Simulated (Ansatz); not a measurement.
Ansatz (a quantum-chemistry and plane-wave program) input file for FH5OSi3, SMILES F[SiH]1[SiH2]O[SiH2]1, PBE-D3(BJ)/def2-SVP. 

Ansatz 0.2 input:
```yaml
crystal:
  periodic: [false, false, false]
  atoms:
    - {symbol: F, position_ang: [-2.32189326, 0.58780517, -0.00000000]}
    - {symbol: Si, position_ang: [-1.06976108, -0.45642225, 0.00000000]}
    - {symbol: Si, position_ang: [0.72928379, 0.02945986, 1.41246940]}
    - {symbol: O, position_ang: [1.59824863, 0.18436631, 0.00000000]}
    - {symbol: Si, position_ang: [0.72928379, 0.02945986, -1.41246941]}
    - {symbol: H, position_ang: [-1.80591100, -1.72235183, 0.00000000]}
    - {symbol: H, position_ang: [1.37573075, -1.04081025, 2.16919611]}
    - {symbol: H, position_ang: [0.86110443, 1.30191530, 2.12030743]}
    - {symbol: H, position_ang: [0.86110443, 1.30191530, -2.12030743]}
    - {symbol: H, position_ang: [1.37573074, -1.04081025, -2.16919612]}
basis:
  gaussian:
    orbitals: def2-SVP
hamiltonian:
  xc: pbe
  dispersion: d3bj
relax: {f_tol: 0.002, max_steps: 200}
```

Log of the run:

```
WARN ansatz: RAYON_NUM_THREADS=2 ignored (pool sized by the plan → 2); use --threads N
Functional definition: PBE
integrals: 0.05 GiB planned
1169 factors; their error is unknown
mean field: 0.29 GiB planned
mean field evaluation 1: about -28445.1529 eV, gradient 6.2e1 eV
mean field evaluation 2: about -28359.0035 eV, gradient 1.9e2 eV
mean field evaluation 4: about -28451.2164 eV, gradient 2.4e1 eV
mean field evaluation 8: about -28452.1615 eV, gradient 3.0e-1 eV
mean field evaluation 16: about -28452.0573 eV, gradient 1.6e-4 eV
mean field -28452.05730045 eV, -1045.5938202944 hartree, gradient 3.0e-5 eV, S^2 0.000000; 0 other end points of the search recorded, 0 dependent functions left out
the calculation of the forces begins
reference -28452.05733873 eV, -1045.5938217013 hartree; 32, 32 occupied and 75, 75 virtual orbitals, 1169 factors
relax step   1: F+E_penalty+E_count = -28452.31557776 eV  Δ(F+E_penalty+E_count) = +0.000e0 eV  max|allowed force component| = 1.597e0 eV/Å  Δτ_max = 0.0000 Å  (29 SCF iters, accepted)
these checks for a lower state are left out or cut short: starts, cluster_reference, orbital_swaps, neighbouring_geometries, increment
integrals: 0.05 GiB planned
1169 factors; their error is unknown
mean field: 0.29 GiB planned
mean field -28452.39924119 eV, -1045.6063863850 hartree, gradient 2.0e-5 eV, S^2 0.000000; 0 other end points of the search recorded, 0 dependent functions left out
the calculation of the forces begins
reference -28452.39927965 eV, -1045.6063877984 hartree; 32, 32 occupied and 75, 75 virtual orbitals, 1169 factors
relax step   2: F+E_penalty+E_count = -28452.65404973 eV  Δ(F+E_penalty+E_count) = -3.385e-1 eV  max|allowed force component| = 9.694e-1 eV/Å  Δτ_max = 0.1305 Å  (29 SCF iters, accepted)
these checks for a lower state are left out or cut short: starts, cluster_reference, orbital_swaps, neighbouring_geometries, increment
integrals: 0.05 GiB planned
1169 factors; their error is unknown
mean field: 0.29 GiB planned
mean field evaluation 32: about -28452.4263 eV, gradient 3.2e-4 eV
mean field -28452.42633115 eV, -1045.6073819224 hartree, gradient 2.1e-5 eV, S^2 0.000000; 0 other end points of the search recorded, 0 dependent functions left out
the calculation of the forces begins
reference -28452.42636969 eV, -1045.6073833390 hartree; 32, 32 occupied and 75, 75 virtual orbitals, 1169 factors
relax step   3: F+E_penalty+E_count = -28452.68052439 eV  Δ(F+E_penalty+E_count) = -2.647e-2 eV  max|allowed force component| = 3.222e-1 eV/Å  Δτ_max = 0.0597 Å  (30 SCF iters, accepted)
these checks for a lower state are left out or cut short: starts, cluster_reference, orbital_swaps, neighbouring_geometries, increment
integrals: 0.05 GiB planned
1169 factors; their error is unknown
mean field: 0.29 GiB planned
mean field -28452.43649329 eV, -1045.6077553741 hartree, gradient 1.7e-5 eV, S^2 0.000000; 0 other end points of the search recorded, 0 dependent functions left out
the calculation of the forces begins
reference -28452.43653198 eV, -1045.6077567962 hartree; 32, 32 occupied and 75, 75 virtual orbitals, 1169 factors
relax step   4: F+E_penalty+E_count = -28452.69074197 eV  Δ(F+E_penalty+E_count) = -1.022e-2 eV  max|allowed force component| = 7.801e-2 eV/Å  Δτ_max = 0.0281 Å  (30 SCF iters, accepted)
these checks for a lower state are left out or cut short: starts, cluster_reference, orbital_swaps, neighbouring_geometries, increment
integrals: 0.05 GiB planned
1169 factors; their error is unknown
mean field: 0.29 GiB planned
mean field -28452.43749955 eV, -1045.6077923536 hartree, gradient 1.7e-5 eV, S^2 0.000000; 0 other end points of the search recorded, 0 dependent functions left out
the calculation of the forces begins
reference -28452.43753822 eV, -1045.6077937746 hartree; 32, 32 occupied and 75, 75 virtual orbitals, 1169 factors
relax step   5: F+E_penalty+E_count = -28452.69212783 eV  Δ(F+E_penalty+E_count) = -1.386e-3 eV  max|allowed force component| = 2.833e-2 eV/Å  Δτ_max = 0.0152 Å  (30 SCF iters, accepted)
these checks for a lower state are left out or cut short: starts, cluster_reference, orbital_swaps, neighbouring_geometries, increment
integrals: 0.05 GiB planned
1169 factors; their error is unknown
mean field: 0.29 GiB planned
mean field -28452.43800038 eV, -1045.6078107588 hartree, gradient 1.7e-5 eV, S^2 0.000000; 0 other end points of the search recorded, 0 dependent functions left out
the calculation of the forces begins
reference -28452.43803900 eV, -1045.6078121780 hartree; 32, 32 occupied and 75, 75 virtual orbitals, 1169 factors
relax step   6: F+E_penalty+E_count = -28452.69284534 eV  Δ(F+E_penalty+E_count) = -7.175e-4 eV  max|allowed force component| = 4.487e-2 eV/Å  Δτ_max = 0.0192 Å  (30 SCF iters, accepted)
these checks for a lower state are left out or cut short: starts, cluster_reference, orbital_swaps, neighbouring_geometries, increment
integrals: 0.05 GiB planned
1169 factors; their error is unknown
mean field: 0.29 GiB planned
mean field evaluation 64: about -28452.4387 eV, gradient 3.2e-4 eV
mean field -28452.43869828 eV, -1045.6078364062 hartree, gradient 1.9e-5 eV, S^2 0.000000; 0 other end points of the search recorded, 0 dependent functions left out
the calculation of the forces begins
reference -28452.43873678 eV, -1045.6078378211 hartree; 32, 32 occupied and 75, 75 virtual orbitals, 1169 factors
relax step   7: F+E_penalty+E_count = -28452.69368117 eV  Δ(F+E_penalty+E_count) = -8.358e-4 eV  max|allowed force component| = 4.926e-2 eV/Å  Δτ_max = 0.0348 Å  (30 SCF iters, accepted)
these checks for a lower state are left out or cut short: starts, cluster_reference, orbital_swaps, neighbouring_geometries, increment
integrals: 0.05 GiB planned
1169 factors; their error is unknown
mean field: 0.29 GiB planned
mean field -28452.43934917 eV, -1045.6078603260 hartree, gradient 2.1e-5 eV, S^2 0.000000; 0 other end points of the search recorded, 0 dependent functions left out
the calculation of the forces begins
reference -28452.43938753 eV, -1045.6078617356 hartree; 32, 32 occupied and 75, 75 virtual orbitals, 1169 factors
relax step   8: F+E_penalty+E_count = -28452.69430740 eV  Δ(F+E_penalty+E_count) = -6.262e-4 eV  max|allowed force component| = 4.042e-2 eV/Å  Δτ_max = 0.0463 Å  (30 SCF iters, accepted)
these checks for a lower state are left out or cut short: starts, cluster_reference, orbital_swaps, neighbouring_geometries, increment
integrals: 0.05 GiB planned
1169 factors; their error is unknown
mean field: 0.29 GiB planned
mean field -28452.43184654 eV, -1045.6075846094 hartree, gradient 2.0e-5 eV, S^2 0.000000; 0 other end points of the search recorded, 0 dependent functions left out
the calculation of the forces begins
reference -28452.43188493 eV, -1045.6075860204 hartree; 32, 32 occupied and 75, 75 virtual orbitals, 1169 factors
relax step   9: F+E_penalty+E_count = -28452.68641355 eV  Δ(F+E_penalty+E_count) = +7.894e-3 eV  max|allowed force component| = 2.232e-1 eV/Å  Δτ_max = 0.0356 Å  (30 SCF iters, rejected (line search))
these checks for a lower state are left out or cut short: starts, cluster_reference, orbital_swaps, neighbouring_geometries, increment
integrals: 0.05 GiB planned
1169 factors; their error is unknown
mean field: 0.29 GiB planned
mean field -28452.43956750 eV, -1045.6078683495 hartree, gradient 1.7e-5 eV, S^2 0.000000; 0 other end points of the search recorded, 0 dependent functions left out
the calculation of the forces begins
reference -28452.43960587 eV, -1045.6078697593 hartree; 32, 32 occupied and 75, 75 virtual orbitals, 1169 factors
relax step  10: F+E_penalty+E_count = -28452.69445241 eV  Δ(F+E_penalty+E_count) = -1.450e-4 eV  max|allowed force component| = 5.742e-3 eV/Å  Δτ_max = 0.0072 Å  (31 SCF iters, accepted)
these checks for a lower state are left out or cut short: starts, cluster_reference, orbital_swaps, neighbouring_geometries, increment
integrals: 0.05 GiB planned
1169 factors; their error is unknown
mean field: 0.29 GiB planned
mean field evaluation 96: about -28452.4395 eV, gradient 1.8e-5 eV
mean field -28452.43953685 eV, -1045.6078672231 hartree, gradient 1.8e-5 eV, S^2 0.000000; 0 other end points of the search recorded, 0 dependent functions left out
the calculation of the forces begins
reference -28452.43957520 eV, -1045.6078686325 hartree; 32, 32 occupied and 75, 75 virtual orbitals, 1169 factors
relax step  11: F+E_penalty+E_count = -28452.69446313 eV  Δ(F+E_penalty+E_count) = -1.072e-5 eV  max|allowed force component| = 3.081e-3 eV/Å  Δτ_max = 0.0070 Å  (24 SCF iters, accepted)
these checks for a lower state are left out or cut short: starts, cluster_reference, orbital_swaps, neighbouring_geometries, increment
integrals: 0.05 GiB planned
1169 factors; their error is unknown
mean field: 0.29 GiB planned
mean field -28452.43955026 eV, -1045.6078677159 hartree, gradient 2.1e-5 eV, S^2 0.000000; 0 other end points of the search recorded, 0 dependent functions left out
the calculation of the forces begins
reference -28452.43958861 eV, -1045.6078691251 hartree; 32, 32 occupied and 75, 75 virtual orbitals, 1169 factors
relax step  12: F+E_penalty+E_count = -28452.69446527 eV  Δ(F+E_penalty+E_count) = -2.143e-6 eV  max|allowed force component| = 1.360e-3 eV/Å  Δτ_max = 0.0007 Å  (20 SCF iters, accepted)
integrals: 0.05 GiB planned
1169 factors; their error is unknown
mean field: 0.29 GiB planned
mean field -28452.43955026 eV, -1045.6078677159 hartree, gradient 2.1e-5 eV, S^2 0.000000; 1 other end points of the search recorded, 0 dependent functions left out
the calculation of the forces begins
reference -28452.43958861 eV, -1045.6078691251 hartree; 32, 32 occupied and 75, 75 virtual orbitals, 1169 factors
Total energy: -28452.69450362 eV, -1045.6172370791 hartree
Atom 0 at    -2.371788     0.631778    -0.000000 Å, force     0.000087     0.000303     0.000000 eV/Å
Atom 1 at    -1.085123    -0.398091     0.000000 Å, force     0.000183    -0.001099    -0.000000 eV/Å
Atom 2 at     0.779380     0.031512     1.407357 Å, force     0.000045     0.000932     0.001360 eV/Å
Atom 3 at     1.759662     0.056940     0.000000 Å, force     0.000125    -0.000382     0.000000 eV/Å
Atom 4 at     0.779380     0.031512    -1.407357 Å, force     0.000045     0.000932    -0.001360 eV/Å
Atom 5 at    -1.635739    -1.800981    -0.000000 Å, force    -0.000220    -0.000305    -0.000000 eV/Å
Atom 6 at     1.252914    -1.043075     2.347899 Å, force    -0.000219    -0.000408    -0.000431 eV/Å
Atom 7 at     0.800660     1.354003     2.124846 Å, force     0.000087     0.000218    -0.000147 eV/Å
Atom 8 at     0.800660     1.354003    -2.124846 Å, force     0.000087     0.000218     0.000147 eV/Å
Atom 9 at     1.252914    -1.043075    -2.347899 Å, force    -0.000219    -0.000408     0.000431 eV/Å
Dipole moment:    -0.030850    -0.153948     0.000000 e Å
```

Self-consistency was reached.

Cost: very roughly 50 core-seconds.
